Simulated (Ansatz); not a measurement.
Cost and result for the atomization energy of C2H2ClSi, SMILES `[C]#C[SiH2]Cl` radical (6 atoms, 5 bonds).

Charge 0, multiplicity 2. All single points use the PBE0-D4/def2-TZVP geometry. Program: Ansatz. All runs use 2 threads of a server CPU on a shared host. Times are those of one run each, without the atoms' runs, and a repeat can differ threefold. Electronic energies, without spin–orbit coupling; frozen cores. CCSD(T)/CBS adds CCSD(T) − MP2 in def2-TZVPP to the MP2 limit, and its time is that of the two runs behind it. T1 = 0.046; ⟨S²⟩ of the reference is 1.17. B3LYP takes the VWN-RPA correlation (the form of Gaussian; ORCA's B3LYP/G).

CCSD(T)/CBS is a level of theory with its own doubt, some kJ/mol a heavy atom from the limit and from the frozen cores, so smaller differences don't rank the functionals.

```
                            level  functions  wall time  atomization (kcal/mol)  difference from CCSD(T)/CBS  per bond
           LDA (SPW92)/def2-TZVPP        174      4.4 s                   572.8                         74.2      14.8
  PBE-D4/def2-TZVPP (with forces)        174        8 s                   513.1                         14.5       2.9
               BLYP-D4/def2-TZVPP        174        8 s                   497.8                         -0.8      -0.2
                 CCSD(T)/def2-SVP         74        8 s                   467.1                        -31.5      -6.3
               PBE0-D4/def2-TZVPP        174        9 s                   501.7                          3.1       0.6
B3LYP-D4/def2-TZVPP (with forces)        174       11 s                   496.2                         -2.4      -0.5
              PBE-QIDH/def2-TZVPP        174       13 s                   497.3                         -1.3      -0.3
            r2SCANh-D4/def2-TZVPP        174       14 s                   500.5                          1.9       0.4
                B2PLYP/def2-TZVPP        174       17 s                   493.0                         -5.6      -1.1
 ωB97M-V/def2-TZVPP (with forces)        174       55 s                   498.9                          0.3       0.1
                   MP2/def2-QZVPP        314       90 s                   494.8                         -3.8      -0.7
               CCSD(T)/def2-TZVPP        174    2.2 min                   483.6                        -15.0      -3.0
                CCSD(T)/CBS(def2)          –    3.7 min                   498.6                          0.0       0.0
```

In def2-TZVPP, CCSD(T) changes the Hartree–Fock value by +116.5 kcal/mol (the triples alone add +10.6 kcal/mol) and MP2 by +118.9 kcal/mol; breaking electron pairs costs correlation energy, which Hartree–Fock lacks. From BLYP to BHLYP (50 % exact exchange), in def2-TZVPP and without D4, the atomization energy moves by −14.9 kcal/mol: exact exchange takes away binding that semilocal exchange gives to molecules. The D4 term adds +5.5 kcal/mol with B3LYP and +2.8 kcal/mol with PBE0; it sums over pairs of atoms, weighted by their polarisabilities, and B3LYP, whose exchange is more repulsive, gets the larger term.
